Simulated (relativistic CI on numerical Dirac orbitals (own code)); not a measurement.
# Crystal-field levels of Os2+, 5d6

Calculated by Dirac-Coulomb-Breit CI, KLI orbitals optimised for each configuration, QED by a radiative potential, valence Slater integrals scaled by 0.9, one configuration in a parametric crystal field (own radial code). With so little scaling, terms lie 10 to 35 % too far apart, which can change the order of excited levels.

Field parameters in Wybourne normalisation: D3d B²₀ = −7Dσ, B⁴₀ = −14Dq − 21Dτ, B⁴₃ = −14√(10/7) Dq; Oh B⁴₀ = 21Dq, B⁴₄ = √(5/14) B⁴₀; Td as Oh with Dq negative (B⁴₀ = 21Dq, B⁴₄ = √(5/14) B⁴₀). The field is a parameter set, without covalency.

S and J are read from ⟨S²⟩ = S(S + 1) and ⟨J²⟩ = J(J + 1) of each level; they are not fictitious spins.

Td, 10Dq = -18350 cm⁻¹, the lowest 16 levels:

```tsv
E (cm⁻¹)	Degeneracy	Irrep	S	J
0.0	2	E	1.36	3.61
574	3	T2	1.23	3.65
1010	1	A1	1.57	3.93
1401	3	T1	1.58	3.86
5288	1	A2	1.98	3.00
6354	3	T2	1.78	3.38
7178	2	E	1.69	3.58
8531	3	T1	1.51	4.29
8769	1	A1	1.48	4.48
10187	3	T2	0.57	4.27
11386	2	E	0.51	4.51
18046	3	T2	1.48	3.87
18392	1	A1	0.89	3.56
19148	2	E	1.21	3.90
19272	3	T1	1.42	3.72
19636	3	T2	1.13	4.61
```

Oh, 10Dq = 36450 cm⁻¹, the lowest 10 levels:

```csv
E (cm⁻¹),Degeneracy,Irrep,S,J
0.0,1,A1,0.10,4.48
26872,2,E,1.03,4.19
27459,3,T2,1.02,3.94
28483,3,T1,0.99,4.17
31188,1,A1,1.04,3.83
32681,3,T1,0.89,3.96
34217,2,E,1.01,3.87
35474,3,T2,1.03,3.76
36439,1,A2,1.00,3.92
36696,3,T1,0.46,4.89
```

D3d, 10Dq = 21350, Dσ = -380, Dτ = 260 cm⁻¹, the lowest 16 levels:

| E (cm⁻¹) | Degeneracy | Irrep | S | J |
| --- | --- | --- | --- | --- |
| 0.0 | 1 | A1 | 0.27 | 4.40 |
| 12841 | 2 | E | 1.17 | 4.08 |
| 13570 | 2 | E | 1.16 | 3.92 |
| 13762 | 1 | A1 | 1.13 | 3.76 |
| 14205 | 2 | E | 1.20 | 3.95 |
| 14333 | 1 | A2 | 1.19 | 4.07 |
| 17262 | 1 | A1 | 1.32 | 3.75 |
| 18135 | 1 | A2 | 1.16 | 3.63 |
| 18650 | 2 | E | 1.28 | 3.68 |
| 19175 | 1 | A1 | 1.84 | 3.83 |
| 19176 | 2 | E | 1.75 | 3.79 |
| 20289 | 2 | E | 1.24 | 3.84 |
| 21952 | 1 | A2 | 1.44 | 4.16 |
| 22029 | 2 | E | 1.42 | 4.20 |
| 22929 | 2 | E | 1.30 | 3.90 |
| 23188 | 1 | A2 | 0.98 | 4.29 |

The free-ion ground term has S = 2. The field overcomes the spin-pairing energy for Td, 10Dq = -18350 cm⁻¹; Oh, 10Dq = 36450 cm⁻¹; D3d, 10Dq = 21350, Dσ = -380, Dτ = 260 cm⁻¹, where the ground state has lower spin; these fields are assumed values.

Levels of this model without a field, named by their leading LS term: 5D_4 0, 5D_3 3866, 5D_2 4508, 5D_1 6170, 5D_0 6570, 3H_4 13931, 3H_6 16310, 3H_5 16466 cm⁻¹.
